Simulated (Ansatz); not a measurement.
B₃N₃, relaxed as a singlet with RKS PBE0-D4/def2-SVP in Ansatz, starting from the GFN2-xTB geometry. Force threshold 0.02 eV/Å.

Another isomer (singlet) lies 5.17 eV lower at PBE0-D4/def2-TZVP; other spin states weren't run for this one.

Start:

Cartesian coordinates in Å:
```
B -0.327 -0.545 -0.037
B 0.974 1.727 0.088
B -1.578 -2.836 -0.141
N -0.986 -1.727 -0.087
N 0.293 0.560 0.009
N 1.623 2.821 0.168
```

(1) Estimate the energy that the relaxation releases and the steps that it takes.

(2) Does the start keep its bonding?

(3) Predict the relaxed structure.

Results:

(1) 6.4 kcal/mol, in 8 steps; 15 s on 4 threads of Arm Neoverse V1 on a shared host. No frequencies were taken in this run, so the end may be a saddle point.

(2) By distances, no bond broke or formed. The bond that changes most is B2–N6, from 1.27 to 1.34 Å (atoms count from 1).

(3) 
Cartesian coordinates in Å:
```
B -0.405 -0.543 0.012
B 0.978 1.690 0.081
B -1.403 -2.898 -0.253
N -1.143 -1.637 0.004
N 0.294 0.561 0.038
N 1.679 2.827 0.119
```
Bond lengths: 5 × B–N 1.31 to 1.34 Å.
